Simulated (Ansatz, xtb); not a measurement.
# A geometry optimisation of FGa2H3O with r2SCAN-D4/def2-SVP

The starting geometry of this gas-phase singlet has its atoms placed at random.

```xyz
7

F     0.4355    0.0565    1.3940
Ga    0.3560   -1.5229    0.3732
Ga   -1.1318    1.1656   -0.5061
O     1.0660    0.2456   -1.4121
H     0.8408    1.9743   -0.7050
H    -1.2935   -0.0525    0.0240
H    -1.0619   -1.1876   -0.0958
```

Task: One run relaxed it with r2SCAN-D4/def2-SVP. What is a likely outcome?

Result: It falls apart into FGa2HO + H2. Contacts that open: Ga2–H7 (1.53 → 4.23 Å), Ga3–H6 (1.34 → 3.58 Å). Contacts that close: F1–Ga3 (2.70 → 2.01 Å), Ga2–O4 (2.61 → 2.01 Å), Ga3–O4 (2.55 → 2.01 Å), O4–H5 (1.88 → 0.97 Å), H6–H7 (1.16 → 0.76 Å).

The energy falls by 8.91 eV over 40 steps:

```
step  E − E(last) (eV)
   1             8.911
   5             1.698
  10             0.343
  14             0.050
  18             0.042
  23             0.037
  27             0.014
  31             0.004
  36             0.000
  40             0.000
```

Final geometry (Å):

```xyz
7

F    -0.2460    0.0827    0.9255
Ga    1.4426   -0.7483    0.2267
Ga   -0.3904    1.8624    0.0085
O     1.2856    1.0207   -0.7120
H     1.8978    1.3944   -1.3610
H    -2.1151   -1.2672    0.1636
H    -2.6634   -1.6658   -0.1789
```

From the same start GFN2-xTB reaches the same bonding as this run.

From so rough a start the end depends on the optimiser's path, so another program may land elsewhere. No frequencies were run, so the end isn't proven a minimum. Run with Ansatz 0.2.0, 53 s on 2 threads of Intel(R) Xeon(R) 6975P-C (Granite Rapids), on a shared host.
